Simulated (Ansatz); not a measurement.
C2H5Si, SMILES [CH2][Si]C (connectivity only; charge and spin as stated), neutral, multiplicity 2.

The structure is a stationary point at ωB97X-D3(BJ)/def2-TZVP. The isomer is the one that the SMILES or the coordinates give; other isomers of the formula were not compared.

Two levels are set side by side: PBE/def2-SVPD (Ansatz, an electronic-structure program) and CAM-B3LYP/def2-SVPD (Ansatz). Energy differences of separate SCF runs at the same geometry; the states with an electron removed or added have multiplicity 3 and 1. Differences are taken from unrounded values.

```json
[
 {"quantity": "vertical ionisation energy (eV)", "PBE": "8.39"},
 {"quantity": "vertical electron affinity (eV)", "PBE": "1.05"}
]
```

Question: These are the PBE values. What does CAM-B3LYP give? (Estimate from the structure and the level; the computed values follow.)

Answer: 
```json
[
 {"quantity": "vertical ionisation energy (eV)", "CAM-B3LYP": "8.28", "PBE minus CAM-B3LYP": "0.10"},
 {"quantity": "vertical electron affinity (eV)", "CAM-B3LYP": "1.14", "PBE minus CAM-B3LYP": "-0.09"}
]
```
